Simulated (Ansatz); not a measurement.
Isolated molecules relaxed with PBE0-D4/def2-TZVP in Ansatz; ΔE leaves out vibrations. CBS: MP2 limit from def2 TZ/QZ plus the TZ coupled-cluster correction, frozen cores. Functionals use def2-TZVPP. For Se outer-core shells are correlated without core-valence functions, which leaves a few kJ/mol of doubt a bond. Scalar relativity is left out up to krypton. One conformer a species, not always the lowest.

`[SeH][Si]([SeH])([SeH])[SeH]` + `CBCl` → `CB(Cl)[SeH]` + `[SeH][SiH]([SeH])[SeH]`  (formal exchange of groups at the Se–Si bond)

`[SeH][Si]([SeH])([SeH])[SeH]`:

Cartesian coordinates in Å:
```
Se -1.256 -1.548 1.549
Si 0.037 -0.351 0.111
Se 1.621 -1.878 -0.471
Se 0.800 1.462 1.253
Se -0.988 0.307 -1.810
H -2.435 -0.711 1.286
H 2.599 -0.832 -0.800
H 1.297 2.121 0.035
H -1.676 1.429 -1.154
```

`CBCl`:

Z-matrix (Å, degrees):
```
C
B 1 1.548
H 1 1.097 2 109.5
H 1 1.090 2 114.9 3 123.3
H 1 1.097 2 108.9 3 -114.1
Cl 2 1.750 1 121.7 3 -125.1
H 2 1.194 1 122.7 3 55.2
```

`CB(Cl)[SeH]`:

```xyz
8

C    -0.076    0.240    0.899
B    -0.464   -0.222   -0.536
Cl   -2.149   -0.579   -0.907
Se    0.761   -0.449   -2.011
H    -0.623    1.156    1.148
H    -0.399   -0.511    1.627
H     0.990    0.424    1.037
H     1.960   -0.058   -1.258
```

`[SeH][SiH]([SeH])[SeH]`:

Cartesian coordinates in Å:
```
Se 0.059 -0.436 2.279
Si 0.431 -0.015 0.079
Se -1.030 1.428 -0.896
Se 0.234 -1.977 -1.049
H -1.348 -0.785 2.041
H 1.806 0.536 0.050
H -0.510 2.578 -0.140
H 0.358 -1.328 -2.364
```

```
 level  ΔE (kcal/mol)
B2PLYP           -2.3
  PBE0           -2.6
```

Problem. What does CCSD(T)/CBS give? (Best estimate.)

Solution. The calculation gave: -1.8 kcal/mol. The listed levels differ from it by -0.5, -0.8 kcal/mol.

Largest T1 diagnostic among the species: 0.011.

The D4 term adds +2.0 kcal/mol with B3LYP and +1.1 kcal/mol with PBE0; it sums over pairs of atoms, weighted by their polarisabilities, and B3LYP, whose exchange is more repulsive, gets the larger term.

B3LYP here is the variant with VWN-RPA as its local correlation; programs differ in this.
